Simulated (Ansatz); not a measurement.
```yaml
crystal:
  periodic: [false, false, false]
  atoms:
    - {symbol: O, position_ang: [1.225742, -2.515098, -0.615914]}
    - {symbol: C, position_ang: [0.142132, -1.977826, -0.514275]}
    - {symbol: C, position_ang: [-0.031018, -0.594735, -0.154668]}
    - {symbol: C, position_ang: [-1.168316, 0.178988, 0.007489]}
    - {symbol: C, position_ang: [-0.748525, 1.469877, 0.364795]}
    - {symbol: C, position_ang: [0.632712, 1.448996, 0.410912]}
    - {symbol: N, position_ang: [1.047462, 0.205080, 0.097312]}
    - {symbol: H, position_ang: [-0.797449, -2.534787, -0.696892]}
    - {symbol: H, position_ang: [-2.182877, -0.165795, -0.121723]}
    - {symbol: H, position_ang: [-1.371870, 2.325933, 0.568055]}
    - {symbol: H, position_ang: [1.333866, 2.234544, 0.644980]}
    - {symbol: H, position_ang: [1.225742, -2.465098, -0.615914]}
basis:
  gaussian: {orbitals: def2-mTZVP}
hamiltonian: {xc: {name: revPBE}, pseudopotentials: {relativity: none}}
scf: {lower_state_search: light}
output: {forces: true}
```

```sh
$ ansatz run in.yaml --threads 2 --pin off --events-out ev --progress --plain --max-ram 22528MiB --backend cpu
```

It prints (some lines left out):

```
Functional definition: revPBE
  name "revPBE"
  cite "Zhang & Yang, Phys. Rev. Lett. 80, 890 (1998) doi:10.1103/PhysRevLett.80.890"
  cite "Perdew, Burke & Ernzerhof, Phys. Rev. Lett. 77, 3865 (1996) doi:10.1103/PhysRevLett.77.3865"
  parameter kappa = 1.245
  parameter beta = 0.06672455060314922
  exchange = pbe_x(kappa = kappa, mu = beta*pi^2/3)
  correlation = pbe_c(beta = beta)
1430 factors; their error is unknown
mean field evaluation 1: about -7010.6069 eV, gradient 1.7e2 eV
mean field evaluation 2: about -6801.1596 eV, gradient 3.0e2 eV
mean field evaluation 4: about -7032.5578 eV, gradient 8.9e1 eV
mean field evaluation 8: about -7052.3043 eV, gradient 3.0e0 eV
mean field evaluation 16: about -7051.6406 eV, gradient 5.6e-2 eV
mean field -7051.64065639 eV, -259.1430143486 hartree, gradient 2.9e-5 eV, S^2 0.000000; 0 other end points of the search recorded, 0 dependent functions left out
the calculation of the forces begins
reference -7051.64070946 eV, -259.1430162990 hartree; 25, 25 occupied and 128, 128 virtual orbitals, 1430 factors
Total energy: -7051.64070946 eV, -259.1430162990 hartree
Atom 0 at     1.225742    -2.515098    -0.615914 Å, force    11.718996 -43647.072090   -18.429864 eV/Å
Atom 1 at     0.142132    -1.977826    -0.514275 Å, force    -7.269982     5.240062     1.348145 eV/Å
Atom 2 at    -0.031018    -0.594735    -0.154668 Å, force     2.141964    -2.535533    -0.608910 eV/Å
Atom 3 at    -1.168316     0.178988     0.007489 Å, force    -2.721015     1.732023     0.297991 eV/Å
Atom 4 at    -0.748525     1.469877     0.364795 Å, force    -2.761579    -0.566676    -0.335730 eV/Å
Atom 5 at     0.632712     1.448996     0.410912 Å, force     1.680582    -2.527079    -0.680487 eV/Å
Atom 6 at     1.047462     0.205080     0.097312 Å, force     3.484928     0.935689     0.363409 eV/Å
Atom 7 at    -0.797449    -2.534787    -0.696892 Å, force     0.551722    -0.416576    -0.037840 eV/Å
Atom 8 at    -2.182877    -0.165795    -0.121723 Å, force    -0.497682     0.078936    -0.003598 eV/Å
Atom 9 at    -1.371870     2.325933     0.568055 Å, force    -0.436301     0.251715     0.031560 eV/Å
Atom 10 at     1.333866     2.234544     0.644980 Å, force     0.283925     0.266278     0.065389 eV/Å
Atom 11 at     1.225742    -2.465098    -0.615914 Å, force    -6.175558 43644.613251    17.989936 eV/Å
Dipole moment:    -0.446978    -0.247175    -0.085852 e Å
```

**Question.** Something in this input is off. What?

**Answer.** One atom was put on top of another. The run converged. The result belongs to that input, not to the molecule as meant.
